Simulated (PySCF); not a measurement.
**Distorted geometries of [La(NH3)3]3+**

[La(NH3)3]3+ (singlet). PySCF 2.14.0, RKS PBE0, La lcecp-1-SVP with ECP46, N def2-SVP, H def2-SVP; non-relativistic Hamiltonian with scalar-relativistic core potentials where named; density fitting; no spin-orbit coupling. Relaxed geometry:

```xyz
13

La    0.0000    0.0000   -0.0132
N     2.5638    0.0008    0.0137
H     3.0066   -0.6506    0.6862
H     3.0188   -0.2560   -0.8811
H     3.0111    0.9058    0.2438
N    -1.2826    2.2199    0.0137
H    -0.9398    2.9291    0.6862
H    -1.2877    2.7424   -0.8811
H    -2.2900    2.1548    0.2438
N    -1.2812   -2.2207    0.0137
H    -2.0668   -2.2785    0.6862
H    -1.7311   -2.4864   -0.8811
H    -0.7211   -3.0606    0.2438
```

Question: Order these distorted geometries by energy above the relaxed one, lowest first.
A.
```xyz
13

La    0.2469    0.0084    0.1732
N     2.4780    0.2416   -0.0941
H     2.8816   -0.6453    0.8054
H     3.3397   -0.3354   -0.9834
H     2.8655    1.1724    0.3284
N    -1.3039    2.1130   -0.0215
H    -1.1151    2.8881    0.7882
H    -1.2090    2.6250   -0.8747
H    -2.4389    2.1368    0.1531
N    -1.2833   -2.2506   -0.2391
H    -2.2774   -2.3599    0.8226
H    -1.6203   -2.4998   -0.9732
H    -0.5639   -3.0942    0.2895
```
B.
```xyz
13

La   -0.0307   -0.0084   -0.0177
N     2.5537   -0.0164    0.0365
H     3.0205   -0.6945    0.6359
H     2.9895   -0.2385   -0.8824
H     2.9971    0.9315    0.2716
N    -1.2604    2.2059   -0.0198
H    -0.9373    2.9346    0.7186
H    -1.2265    2.7122   -0.8981
H    -2.3076    2.1829    0.2377
N    -1.3117   -2.2320    0.0176
H    -2.0492   -2.2862    0.6863
H    -1.7433   -2.4369   -0.8653
H    -0.6939   -3.0541    0.2536
```
C.
```xyz
13

La    0.0746    0.0367   -0.0624
N     2.5957   -0.0911    0.0259
H     2.9526   -0.8233    0.5933
H     3.0197   -0.2317   -0.8105
H     3.0682    0.8067    0.1973
N    -1.3926    2.1976   -0.0111
H    -1.0936    3.0249    0.7293
H    -1.3669    2.8391   -0.8160
H    -2.2544    2.1728    0.1759
N    -1.0392   -2.1902    0.0328
H    -2.0120   -2.1862    0.6479
H    -1.9094   -2.5364   -0.8816
H    -0.6426   -3.0187    0.3537
```

Answer: B (0.23 eV), C (2.78 eV), A (6.99 eV).

Question: Which forces (eV/Å) act in the one that lies 2.78 eV up?

Answer: 
```
La   -0.42   0.13  -0.08
N    -2.63   2.29   1.81
H     1.03  -0.91   1.43
H     1.77  -1.36  -4.43
H     0.20   0.06   1.18
N    10.89   3.44   0.20
H    -0.53  -2.53  -1.62
H     0.04  -0.27  -0.68
H   -10.16  -0.85   2.10
N    -8.36   1.72  -2.30
H     2.90   0.27  -0.69
H     3.91   0.83   2.51
H     1.36  -2.82   0.55
```
Forces carry noise of the integration grid, about 0.01 to 0.03 eV/Å.

A frequency check found unstable modes (4, the lowest at -37 cm⁻¹), so the relaxed geometry is a saddle point, or these are noise.
